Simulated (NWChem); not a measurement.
Molecule: C4H3FSi; SMILES C#C[SiH](F)C#C

Results from NWChem. The geometry was optimised at B3LYP/6-31G* (spherical d).

What does the run give for TPSS/aug-pcseg-1? Quantities: highest occupied level (eV); orbital gap (eV); dipole (D).


```
Property                     Result
---------------------------  ------
highest occupied level (eV)   -7.32
orbital gap (eV)               5.29
dipole (D)                     1.96
```
